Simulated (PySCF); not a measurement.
Working out the ionisation energy of P⁺

P⁺ [Ne] 3s2 3p2 (3P) → P²⁺ [Ne] 3s2 3p1 (2P). Calculation: PySCF 2.14, in aug-cc-pwCVTZ (8s7p5d3f, 75 functions); the non-relativistic Hamiltonian (point nucleus). Frozen: 1s2. Energies in hartree (1 hartree = 27.21139 eV):

| part | P⁺ (lower) | P²⁺ (upper) |
| --- | --- | --- |
| UHF | -340.352469 | -339.648249 |
| CCSD correlation | -0.344481 | -0.325534 |
| (T) | -0.005022 | -0.003804 |

Question: What does Hartree-Fock give?

Answer: (-339.648249) − (-340.352469) = 0.704220 hartree = 19.163 eV.

Question: What do CCSD and CCSD(T) give?

Answer: The CCSD correlation energies differ by 0.018947 hartree = 0.516 eV and the triples by 0.001218 hartree = 0.033 eV, so CCSD gives 19.679 eV and CCSD(T) 19.712 eV.

A first-order spin-orbit estimate adds -0.007 eV to CCSD(T) (valence and next inner shell), giving 19.705 eV against 19.769 eV (semi-empirical (NIST evaluation); NIST Atomic Spectra Database, ionization energies).

What remains against the reference includes basis incompleteness, the frozen core and higher excitations.
